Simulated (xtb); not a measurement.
AlCl2, doublet, geometry from GFN2-xTB (such geometries of metal compounds can be far from the true shape). Base run: GFN0-xTB run with xtb 6.7.1.

Here is a job for xtb.
```
$ xtb mol.xyz --gfn 0 --uhf 1 --json

# file mol.xyz
3

Al     0.00160221     0.63542259     0.02351302
Cl     1.85128917    -0.24859337     0.01717242
Cl    -1.85251440    -0.23731802    -0.03515296
```

Each row names what was changed in the base input (with any setting that the change needs).

| change | ΔE vs base (mEh) |
|---|---|
| base | 0.000 |
| file = coord | 0.000 |
| acc = 1000 | 0.000 |
| etemp = 5000 | -1.216 |
| etemp = 10000 | -23.368 |
| etemp = 10 | 0.000 |
| acc = 0.0001 | 0.000 |
| etemp = 1000 | 0.000 |
